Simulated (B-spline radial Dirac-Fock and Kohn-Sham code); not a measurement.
# Electron momentum distribution of La³⁺: Compton profiles

System: the La³⁺ ion in the configuration [Kr] 4d10 5s2 5p6, inside a Watson sphere of charge -3 and radius 3 Å (a model of the Madelung potential; inside it an electron's potential energy is raised by 14.4 eV).

Input file task.json (cfg lists n, l and occupation; rrms is the nuclear radius in fm):

```json
{"items": [{
  "Z": 57,
  "q": 3,
  "cfg": [[1, 0, 2], [2, 0, 2], [2, 1, 6], [3, 0, 2], [3, 1, 6], [3, 2, 10], [4, 0, 2], [4, 1, 6], [4, 2, 10], [5, 0, 2], [5, 1, 6]],
  "A": 139,
  "rrms": 4.855,
  "watson": [-3, 3.0],
  "do": ["scatter"],
  "s": [0.0, 0.09, 0.11, 0.13, 0.16, 0.2, 0.25, 0.31, 0.38, 0.47, 0.57, 0.71, 0.87, 1.08, 1.33, 1.64, 2.03, 2.5, 3.09, 3.81, 4.7, 5.79, 7.15],
  "pz": [0, 0.1, 0.2, 0.3, 0.4, 0.5, 0.6, 0.8, 1.0, 1.2, 1.4, 1.6, 1.8, 2.0, 2.5, 3.0, 4.0, 5.0, 7.0, 10.0, 15.0, 20.0, 30.0, 40.0, 60.0, 100.0],
  "hv_scatter": [1000, 2000, 5000, 10000, 17479.3, 20000, 100000, 1000000]
}]}
```

Run with: `python xray_run.py task.json out`

The computed values come from an atomic code on a B-spline grid: the impulse approximation on Dirac-Fock orbitals of the configuration average with a finite nucleus. pz is in atomic units of momentum; subshell profiles are per electron, for a selection of subshells; open shells are spread over both j values by their weights.

```csv
pz,J total,J 3d5/2,J 4d3/2,J 5p3/2
0,7.878,0.0469,0.131,0.422
0.1,7.855,0.0469,0.131,0.421
0.2,7.784,0.0469,0.131,0.421
0.3,7.662,0.0469,0.131,0.417
0.4,7.485,0.0469,0.131,0.409
0.5,7.253,0.0469,0.131,0.394
0.6,6.971,0.0469,0.131,0.371
0.8,6.301,0.0469,0.131,0.305
1,5.597,0.0469,0.131,0.225
1.2,4.971,0.0469,0.130,0.150
1.4,4.476,0.0469,0.128,0.0915
1.6,4.109,0.0469,0.126,0.0533
1.8,3.834,0.0469,0.123,0.0321
2,3.614,0.0469,0.118,0.0223
2.5,3.128,0.0468,0.103,0.0181
3,2.646,0.0467,0.0829,0.0168
4,1.838,0.0458,0.0443,0.00781
5,1.360,0.0440,0.0195,0.00249
7,0.9162,0.0369,0.00417,0.00128
10,0.5538,0.0226,0.00316,0.000632
15,0.2520,0.00713,0.00149,7.99e-05
20,0.1307,0.00201,0.000462,6.73e-05
30,0.04550,0.000188,4.53e-05,2.84e-05
40,0.02000,2.43e-05,6.04e-06,8.21e-06
60,0.005613,< 1e-6,< 1e-6,< 1e-6
100,0.0008403,< 1e-6,< 1e-6,< 1e-6
```

J(0) = 7.878. The 5p3/2 subshell gives the largest part, 21 %.

Mean momentum ⟨p⟩ by subshell (a.u.): 1s1/2 53.9, 2s1/2 19.1, 2p1/2 25.5, 2p3/2 23.9, 3s1/2 9.45, 3p1/2 11.3, 3p3/2 10.8, 3d3/2 12.9, 3d5/2 12.7, 4s1/2 4.67, 4p1/2 5.19, 4p3/2 5.00, 4d3/2 5.28, 4d5/2 5.21, 5s1/2 1.90, 5p1/2 1.99, 5p3/2 1.91.
